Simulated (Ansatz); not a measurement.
A nudged elastic band was laid between two geometries of CH$_{5}$FOSi (9 atoms, charge 0, multiplicity 1).

Level of theory: RKS B3LYP/cc-pVDZ in Ansatz 0.2.0.

| Quantity | Value |
| --- | --- |
| movable images | 7 |
| climbing image | yes |
| spring | 5.0 eV/Å² |
| optimiser | quadratic models (default) |
| start path | through a guess of the saddle point |
| force threshold | 0.03 eV/Å |
| iteration limit | 60 |
| end points | relaxed |

First end point:

```xyz
9
Properties=species:S:1:pos:R:3
Si 0.004 -0.027 0.287
H 0.753 0.200 1.546
F 1.096 -0.169 -0.942
O -0.959 1.315 0.070
C -1.950 1.429 -0.946
H -2.538 0.499 -1.056
H -2.635 2.244 -0.664
H -1.493 1.675 -1.920
H -0.809 -1.278 0.252
```

Last end point:

```xyz
9
Properties=species:S:1:pos:R:3
Si -0.716 -0.544 0.652
H 1.735 0.493 1.004
F 1.511 0.455 0.099
O -1.622 0.845 0.326
C -2.091 1.337 -0.921
H -3.177 1.514 -0.856
H -1.597 2.298 -1.147
H -1.887 0.626 -1.744
H -0.687 -1.137 -0.785
```

(1) Which bonds break or form, and what moves?

(2) What energy profile does the band end with?

(3) What is the geometry of the highest image?

Answers

(1) Bonds broken: Si1–H2, Si1–F3. Bonds formed: H2–F3. CH5FOSi becomes CH4OSi + FH.

(2) It converged. The highest image is number 5 of 0 to 8, 77.5 kcal/mol above the first end and 12.3 kcal/mol above the last; the last end lies 65.2 kcal/mol above the first. Beside the main top the profile has a ripple of under 15 meV (maxima at images 2, 5), which may be a very shallow well or noise. Neighbouring images differ by up to 2.6 eV, so the band resolves the path poorly. A vibrational analysis at the climbing image gives one clearly imaginary mode, 1220i cm⁻¹: a first-order saddle point. The orbitals stay closed-shell, which can raise the energy where a bond breaks towards radicals; this wasn't checked here.

```tsv
image	path coordinate (Å)	energy (kcal/mol)	Si1–H2 (Å)	Si1–F3 (Å)	H2–F3 (Å)
0	0.00	0.0	1.48	1.65	2.54
1	0.77	0.3	1.48	1.65	2.54
2	1.55	0.5	1.48	1.65	2.54
3	2.32	0.3	1.48	1.65	2.54
4	3.10	17.4	1.47	1.68	2.00
5	3.87	77.5	1.64	2.01	1.20
6	4.27	68.0	2.02	2.32	0.96
7	4.67	65.4	2.44	2.51	0.94
8	5.07	65.2	2.68	2.50	0.93
```

(3) 
```xyz
9
Properties=species:S:1:pos:R:3:forces:R:3
Si -0.297 -0.279 0.434 0.00 0.00 0.00
H 1.171 0.016 1.093 0.00 0.00 0.00
F 1.523 0.492 0.046 0.00 0.00 0.00
O -1.394 0.975 0.291 0.00 0.00 0.00
C -2.112 1.364 -0.877 0.00 0.00 0.00
H -3.159 1.562 -0.597 0.00 0.00 0.00
H -1.675 2.289 -1.288 0.00 0.00 0.00
H -2.089 0.581 -1.657 0.00 0.00 0.00
H -0.498 -1.111 -0.818 0.00 0.00 0.00
```

Time of the run: 4.4 min on 2 threads of Arm Neoverse V2, with other jobs on the host, peak memory 0.16 GiB.
